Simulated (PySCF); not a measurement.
Exercise with solution: chemical shift, span and skew from a shielding tensor

C2H5AlBrF, SMILES [F][Al]([CH2]C)[Br]. Atoms are numbered in the order given.

```xyz
10

Al    -0.2451    -0.5087    -0.1124
F     -0.5052    -1.9140     0.7434
Br     0.8062     1.1554     0.9929
C     -0.8267    -0.3353    -1.9602
C     -1.5056    -1.5684    -2.5755
H      0.0604    -0.0367    -2.5494
H     -1.4942     0.5457    -2.0036
H     -2.4122    -1.8558    -2.0194
H     -0.8386    -2.4453    -2.5740
H     -1.8058    -1.3868    -3.6209
```

Coordinates come from a B3LYP-D3(BJ)/def2-SVP optimisation. The structure was generated by enumeration; whether it is a known compound was not checked. One conformer was computed; it need not be the lowest.

GIAO shieldings from B3LYP/pcSseg-1 (PySCF), non-relativistic, no solvent. The symmetric part of the tensor of F2 has the principal values 186.1, 322.1, 390.1 ppm. The same nucleus in CFCl3 has σ = 161.7 ppm at this level (PySCF, at its B3LYP-D3(BJ)/def2-TZVP geometry). Without spin–orbit terms, shifts of atoms bonded to Cl or Br come out too high.

Work out the isotropic shielding, the ¹⁹F shift against CFCl3, the span and the skew.


σ(iso) = (σ11 + σ22 + σ33)/3 = 299.4 ppm. δ = σ(ref) − σ(iso) = 161.7 − (299.4) = -137.7 ppm.
Span Ω = σ33 − σ11 = 204.0 ppm. Skew κ = 3(σ(iso) − σ22)/Ω = -0.33. Tumbling in solution averages the tensor to δ; in a static solid the shielding alone would spread this spin-1/2 line over Ω.
